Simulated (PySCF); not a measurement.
Computed shifts of a molecule CH₇Cl₂NSi₂, PBE0/pcSseg-1 (PySCF), GIAO, gas phase, equivalent atoms averaged, in ppm (number of nuclei): ²⁹Si: -2.0 (1), -61.7 (1). ¹³C: 26.7 (1). ¹⁵N: 53.9 (1). ¹H: 5.83 (1), 4.19 (3), 2.96 (1), 2.64 (1), 1.07 (1). References: ²⁹Si against TMS (σ = 352.7 ppm); ¹³C against TMS (σ = 186.3 ppm); ¹⁵N against NH3 (σ = 267.4 ppm); ³⁵Cl against HCl (σ = 945.9 ppm); ¹H against TMS (σ = 31.56 ppm), references at their B3LYP-D3(BJ)/def2-TZVP geometries, non-relativistic (without spin–orbit terms, shifts of atoms bonded to Cl or Br come out too high). Geometry optimised at B3LYP-D3(BJ)/def2-SVP. Other conformers were not sampled.

Task: Which structure fits?
A. CN[Si@H](Cl)[SiH2]Cl
B. [SiH3]CN[SiH](Cl)Cl
C. CN([SiH2]Cl)[SiH2]Cl
D. CN[SiH2][SiH](Cl)Cl

Result: B, [SiH3]CN[SiH](Cl)Cl
